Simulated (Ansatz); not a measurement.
Gas-phase electronic energies from Ansatz, PBE0-D4/def2-TZVP geometries. CCSD(T)/CBS is the MP2 limit (def2-TZVPP, def2-QZVPP) plus CCSD(T) − MP2 in def2-TZVPP, frozen cores. DFT in def2-TZVPP. For Ge outer-core shells are correlated without core-valence functions, which leaves a few kJ/mol of doubt a bond. Scalar relativity is left out up to krypton. Each species was taken in one conformer, which may not be the lowest.

`[GeH3][CH]1O[SiH2]O1` + `O[SiH](F)F` → `F[SiH](F)[O][GeH3]` + `C1O[SiH2]O1`  (ligand exchange at a Ge–C bond)

CCSD(T)/CBS gives -68.3 kJ/mol.

Q: Another level gave -71.7 kJ/mol. Which?
A. PBE-D4/def2-TZVPP
B. SCS-MP2/def2-TZVPP
C. CCSD(T)/def2-TZVPP
D. HF/def2-TZVPP

A: C. CCSD(T)/def2-TZVPP -71.7, HF/def2-TZVPP -101.0, PBE-D4 -58.0, SCS-MP2/def2-TZVPP -78.6 kJ/mol.

Largest T1 diagnostic among the species: 0.013.

From PBE to PBE0 (25 % exact exchange), in def2-TZVPP and without D4, ΔE moves by −7.3 kJ/mol. In def2-TZVPP, CCSD(T) changes the Hartree–Fock value by +29.3 kJ/mol (the triples alone add +3.8 kJ/mol) and MP2 by +29.1 kJ/mol.
